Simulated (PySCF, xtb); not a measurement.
Si(F)(Br)(Me)(OH) (CH4BrFOSi), SMILES C[Si](O)(F)Br. Atoms are numbered in the order given.

```xyz
9

C      2.0071    -0.2028    -1.0308
Si     0.1849    -0.1314    -0.7920
O     -0.4997    -1.5210    -1.3352
F     -0.4413     1.1276    -1.5964
Br    -0.3535     0.2111     1.3356
H      2.4382    -1.0267    -0.4440
H      2.4736     0.7396    -0.7097
H      2.2397    -0.3687    -2.0938
H     -1.4387    -1.6567    -1.1748
```
Charge 0, spin multiplicity 1.

Geometry: PBE0-D3(BJ)/def2-SVP. This is a generated structure with no PubChem entry under its InChIKey; it may be hypothetical. Other conformers were not sampled.

Calculation: IEF-PCM-M06-2X/def2-SVP in PySCF.

The values are the electrostatic part of the solvation free energy, E(continuum) − E(gas) at the gas-phase geometry, in a cavity of scaled van der Waals radii (PySCF's table); cavitation and dispersion terms are not included. In vacuum the orbital gap is 11.59 eV. The dipole moment in vacuum is 1.22 D.

| solvent | ε | ΔG(elec) (kcal/mol) | dipole (D) | gap (eV) |
|---|---|---|---|---|
| water | 78.36 | [?] | [?] | [?] |
| benzene | 2.27 | -2.6 | 1.35 | 11.76 |
| chlorobenzene | 5.70 | -4.3 | 1.43 | 11.84 |

Some entries are withheld; supply them. (An estimate is asked for; the answer gives what the named calculation found.)


- water, ΔG(elec) (kcal/mol): -5.7
- water, dipole (D): 1.49
- water, gap (eV): 11.90

For comparison, GFN2-xTB/ALPB(water) (xtb, at the GFN2-xTB geometry, all terms of that model) gives -4.8 kcal/mol.
